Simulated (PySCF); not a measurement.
A GIAO shielding run with PySCF 2.14 (density fitting, non-relativistic, gas phase) on `InChI=1S/C7H10PSi/c1-3-6-4-7(9)5(2)8-6/h3-4H,1H2,2,9H3/q-1`:

```
$ OMP_NUM_THREADS=1 python probes_run.py task.json out

{"job": {"kind": "nmr", "xc": "PBE0", "basis": "pcSseg-1"}, "charge": -1, "multiplicity": 1}
C      3.230404    -0.096087    -1.904903
C      2.377355    -0.996076    -1.404740
C      1.166786    -0.734526    -0.683841
C      0.622887     0.505531    -0.374651
C     -0.580457     0.441541     0.339509
Si    -1.536314     1.924162     0.885877
C     -0.967769    -0.886923     0.585533
C     -2.216758    -1.251182     1.329374
P      0.147021    -2.051136    -0.063631
H      4.120292    -0.390463    -2.442187
H      3.071701     0.964884    -1.801378
H      2.602485    -2.050653    -1.546099
H      1.081836     1.442230    -0.660417
H     -0.890869     3.177012     0.454759
H     -1.696055     2.045028     2.354019
H     -2.919568     1.988905     0.359634
H     -3.100863    -0.853420     0.822965
H     -2.204006    -0.835603     2.341213
H     -2.317912    -2.333973     1.401503
```

Hardware: 1 thread of an Arm Neoverse V2, shared host. The job also computes population analyses, field gradients, ring-centre shieldings.

Problem. How large is the calculation?

Solution. 82 electrons, 217 basis functions and 1167 auxiliary functions.

Problem. How long does it take, and how much memory does it need?

Solution. 52 s of wall time, with 14 SCF cycles and 5 response iterations; peak memory 1 GiB. Times on a shared host scatter by some tens of per cent.
